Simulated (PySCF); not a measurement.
ClPb, doublet, geometry from GFN2-xTB (such geometries of metal compounds can be far from the true shape) (the spin is typed, not shown lowest) (core potentials on Pb); TPSS/def2-SVP (PySCF).

The PySCF input:
```python
from pyscf import gto, scf, dft

mol = gto.M(
    atom='''
Pb   -0.00000000   -0.00000000   -0.43472468
Cl    0.00000000    0.00000000    2.09690730
''',
    basis='def2-svp',
    ecp={'Pb': 'def2-svp'},
    spin=1,
    verbose=3,
)

mf = dft.UKS(mol)
mf.xc = 'tpss'
mf.grids.level = 0
mf.kernel()
mf.analyze()
```

**Question.** Predict the main parts of the log of this PySCF run.

**Answer.** 
```
SCF not converged.
SCF energy = -652.874177756378 after 50 cycles  <S^2> = 0.75232998  2S+1 = 2.0023286
**** MO energy ****
                             alpha | beta                alpha | beta
MO #1   energy= -100.881588032425  | -100.881317260523  occ= 1 | 1
MO #2   energy= -9.18746675870431  | -9.1872884482087   occ= 1 | 1
MO #3   energy= -6.9755506843276   | -6.97561388896282  occ= 1 | 1
MO #4   energy= -6.97149645601168  | -6.97152802104438  occ= 1 | 1
MO #5   energy= -6.96983981572264  | -6.96887633643893  occ= 1 | 1
MO #6   energy= -5.36681328470234  | -5.36512205722001  occ= 1 | 1
MO #7   energy= -3.23887541863184  | -3.23849611870183  occ= 1 | 1
MO #8   energy= -3.23062663571764  | -3.23020039764977  occ= 1 | 1
MO #9   energy= -3.22557865180029  | -3.22251894536901  occ= 1 | 1
MO #10  energy= -0.808518693837903 | -0.807440542298363 occ= 1 | 1
MO #11  energy= -0.803818581503759 | -0.802702216538798 occ= 1 | 1
MO #12  energy= -0.799730737341541 | -0.794243948278358 occ= 1 | 1
MO #13  energy= -0.795143477747681 | -0.789301093535665 occ= 1 | 1
MO #14  energy= -0.7924761160292   | -0.787241980807182 occ= 1 | 1
MO #15  energy= -0.698463860753357 | -0.696332246232501 occ= 1 | 1
MO #16  energy= -0.46807370945038  | -0.448268701417668 occ= 1 | 1
MO #17  energy= -0.276540556724082 | -0.272536631117661 occ= 1 | 1
MO #18  energy= -0.258068632839947 | -0.257607552502061 occ= 1 | 1
MO #19  energy= -0.256191422275074 | -0.249779261761559 occ= 1 | 1
MO #20  energy= -0.142544575148333 | -0.122312057998722 occ= 1 | 0
MO #21  energy= -0.134835987973016 | -0.0996750263383667 occ= 0 | 0
MO #22  energy= -0.0575599684500361 | -0.0468755876674208 occ= 0 | 0
MO #23  energy= 0.14175973316422   | 0.153374157024805  occ= 0 | 0
MO #24  energy= 0.189775702375443  | 0.1941835824175    occ= 0 | 0
MO #25  energy= 0.194234031849936  | 0.20008024035235   occ= 0 | 0
MO #26  energy= 0.198253738678931  | 0.21489187628062   occ= 0 | 0
MO #27  energy= 0.26739781986238   | 0.289374721821317  occ= 0 | 0
MO #28  energy= 0.273219740186723  | 0.300723032013393  occ= 0 | 0

Dipole moment(X, Y, Z, Debye):  0.00000,  0.00000, -3.57635
```

The run did not converge; its last values are not results.
